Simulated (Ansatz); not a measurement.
Species: HgBr, charge 1, singlet. HgBr+ (SMILES [Hg+][Br]).
B3LYP-D3(BJ)/def2-TZVP minimum from Ansatz (a program for electronic structure):
```
Hg
Br 1 2.4102
```
Charge +1, spin multiplicity 1.

Total energies in def2-TZVPP, 18 correlated electrons, 18 frozen orbitals. UHF or UKS for unpaired electrons; spin-orbit terms are left out. Cores are frozen in correlated methods (noble-gas shells, and filled d and f shells in the p block). Past Kr the def2 sets carry scalar-relativistic core potentials. Spin-orbit terms, left out, reach several kcal/mol for Br and I, and more for heavier atoms. The T1 diagnostic of BrHg+ ([Br][Hg+], singlet) reaches 0.027 in the sets run. The spin of BrHg+ ([Br][Hg+], singlet) was assumed, and the state is the lowest solution found for it.

| method | program | energy (Eh) | minus CCSDT(Q) (mEh) |
|---|---|---|---|
| HF | Ansatz | -2724.65939 | 560.53 |
| MP2 | Ansatz | -2725.21229 | 7.63 |
| CCSD | Ansatz | -2725.19710 | 22.82 |
| CCSD(T) | Ansatz | -2725.21954 | 0.38 |
| CCSDT(Q) | Ansatz | -2725.21992 | 0.00 |

Rough core times of Ansatz's runs on a shared machine: CCSD(T) under 20 s, CCSDT(Q) 8 min.
